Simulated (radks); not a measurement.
Values are calculated unless marked as measured or tabulated.
Question: Species: Yb4+. Configuration: [Xe] 4f11 6p1 (not the ground configuration). Code: a radial shooting solver on a logarithmic mesh with Libxc functionals. Model: Dirac Kohn-Sham, SOGGA, spin-unpolarised, spherical densities, finite nucleus; open shells are shared between the two j in proportion to 2j + 1; Fermi nuclear charge, rms radius 5.3108 fm. Some entries of the table are withheld. Estimate them.

orbital      occ.  eigenvalue (hartree)  <r> (bohr)
1s1/2           2                   (1)     0.01967
2s1/2           2             -382.9908     0.08278
2p1/2           2             -365.4987     0.06874
2p3/2           4             -327.0528     0.07624
3s1/2           2             -88.42340      0.2164
3p1/2           2             -80.68926      0.2062
3p3/2           4             -72.53264      0.2202
3d3/2           4             -59.33521         (2)
3d5/2           6             -57.55353         (3)
4s1/2           2             -19.49579      0.4864
4p1/2           2             -16.35990      0.4936
4p3/2           4             -14.49030      0.5252
4d3/2           4              -9.31816      0.5476
4d5/2           6              -8.97401      0.5585
5s1/2           2              -4.13885       1.141
5p1/2           2                   (4)       1.245
5p3/2           4                   (5)       1.328
4f5/2     4.71429              -2.62392      0.6652
4f7/2     6.28571              -2.56674      0.6740
6p1/2    0.333333              -1.13377         (6)
6p3/2    0.666667              -1.07719         (7)

Answer: 
(1) 1s1/2 eigenvalue (hartree): -2248.881
(2) 3d3/2 <r> (bohr): 0.1936
(3) 3d5/2 <r> (bohr): 0.1979
(4) 5p1/2 eigenvalue (hartree): -3.20575
(5) 5p3/2 eigenvalue (hartree): -2.91605
(6) 6p1/2 <r> (bohr): 2.901
(7) 6p3/2 <r> (bohr): 3.042
